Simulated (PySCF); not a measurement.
C4H8OSi, SMILES [SiH3]/C=C1\CCO1. Geometry optimised at PBE-D3(BJ)/def2-SVP. The structure was generated by enumeration; whether it is a known compound was not checked.

Calculation: PBE-D3(BJ)/def2-SVP (PySCF 2.14.0).

Harmonic wavenumbers (cm⁻¹): 87, 114, 143, 181, 383, 450, 549, 628, 730, 767, 777, 812, 889, 902, 905, 929, 959, 1000, 1013, 1096, 1119, 1149, 1176, 1216, 1318, 1387, 1446, 1693, 2140, 2146, 2153, 2987, 3019, 3049, 3080, 3097. Rotational constants (GHz): 8.537, 1.478, 1.300; symmetry number 1.

### Question
Work out the zero-point energy and the ideal-gas rigid-rotor harmonic-oscillator thermochemistry at 298.15 K and 1 atm.

### Answer
ZPE = ½ Σ hcν = ½ × 45491 cm⁻¹ = 272.09 kJ/mol. H − E(el) = 293.68 kJ/mol. Entropy in J/(mol K): translation 166.20, rotation 114.53, vibration 70.54, total 351.27. G − E(el) = 188.95 kJ/mol. Cp = 117.71 J/(mol K). Modes under 150 cm⁻¹ make the vibrational entropy uncertain.
